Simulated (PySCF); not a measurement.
**Dipole response of Ni⁻ (nickel, charge -1)**

[Ar] 3d9 4s2, 2D determinant. Computed with PySCF 2.14 in aug-cc-pVDZ (7s6p4d2f, 59 functions), with the non-relativistic Hamiltonian (point nucleus). Coupled (time-dependent) response in atomic units; α is the mean over directions. A double-zeta set is small for polarisabilities.

| method | mean α (bohr³) | α xx, yy, zz | C₆ (like pair) | S(−4) |
| --- | --- | --- | --- | --- |
| LC-wPBE | 258.4 | 260.8, 260.8, 253.6 | 4028 | 51190 |

S(−4) is the Cauchy moment in α(ω) = α(0) + S(−4) ω² + …

α(iu) at LC-wPBE:

| u (hartree) | α(iu) (bohr³) |
| --- | --- |
| 0 | 258.4 |
| 0.0500 | 179.8 |
| 0.100 | 101.9 |
| 0.200 | 42.18 |
| 0.300 | 23.10 |
| 0.500 | 10.74 |
| 0.750 | 6.126 |
| 1.00 | 4.236 |
| 1.50 | 2.551 |
| 2.00 | 1.751 |
| 3.00 | 0.9896 |
| 5.00 | 0.4527 |

A single London oscillator, α(iu) = α/(1 + u²/ω²), gives C₆ = (3/4) ω α². Matching the computed C₆ needs ω = 4 × 4028 / (3 × 258.4²) = 0.0804 hartree.

For an ion, C₆ is the dispersion term alone; charge-induced terms of lower order in 1/R come first.

The components differ because the open shell of this determinant is not spherical; for a pure term their mean is the scalar polarisability.
